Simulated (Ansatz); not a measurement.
A nudged elastic band was laid between two geometries of H$_{3}$SeSn (5 atoms, charge -1, multiplicity 1).

These are results of RKS PBE0/def2-SVP (Ansatz 0.2.0), not measurements.

| Property | Result |
| --- | --- |
| movable images | 7 |
| climbing image | yes |
| spring | 5.0 eV/Å² |
| optimiser | quadratic models (default) |
| start path | through a guess of the saddle point |
| force threshold | 0.03 eV/Å |
| iteration limit | 60 |
| end points | relaxed |

Image 0:

```xyz
5
Properties=species:S:1:pos:R:3
Se -2.279 0.302 0.782
Sn 0.012 -0.002 -0.004
H 0.349 0.472 -1.665
H 0.648 -1.642 0.022
H 1.270 0.869 0.864
```

Image 8:

```xyz
5
Properties=species:S:1:pos:R:3
Se -1.571 0.485 -0.287
Sn 1.058 -0.213 -0.147
H -1.472 0.931 -1.687
H 0.700 -1.780 0.665
H 1.284 0.577 1.456
```

(1) Which bonds break or form, and what moves?

(2) What energy profile does the band end with?

(3) What is the geometry of the highest image?

(4) What are the harmonic wavenumbers there?

Answers

(1) Bonds broken: Sn2–H3. Bonds formed: Se1–H3.

(2) The run converged. The highest image is number 4 of 0 to 8, 40.9 kcal/mol above the first end and 42.6 kcal/mol above the last; the last end lies 1.7 kcal/mol below the first. A vibrational analysis at the climbing image gives one clearly imaginary mode, 1059i cm⁻¹: a first-order saddle point. The orbitals stay closed-shell, which can raise the energy where a bond breaks towards radicals; this wasn't checked here. Limits of this set-up: an anion without diffuse functions, the dipole of an ion depends on the origin.

```
image  path coordinate (Å)  energy (kcal/mol)  Sn2–H3 (Å)  Se1–H3 (Å)
    0                 0.00                0.0        1.76        3.60
    1                 0.35                3.0        1.74        3.27
    2                 0.70               13.3        1.72        2.89
    3                 1.06               30.6        1.71        2.50
    4                 1.41               40.9        1.77        2.12
    5                 1.79               27.0        1.95        1.70
    6                 2.18                9.0        2.33        1.49
    7                 2.56                1.2        2.75        1.46
    8                 2.94               -1.7        3.17        1.47
```

(3) 
```xyz
5
Properties=species:S:1:pos:R:3
Se -2.061 0.455 0.164
Sn 0.454 -0.073 -0.116
H -0.599 0.605 -1.360
H 0.789 -1.763 0.231
H 1.418 0.776 1.082
```

(4) 1059i, 239, 416, 517, 542, 716, 1636, 1707, 1737 cm⁻¹.

Time of the run: 2.3 min on 1 thread of Arm Neoverse V1, on a shared host, peak memory 0.25 GiB.
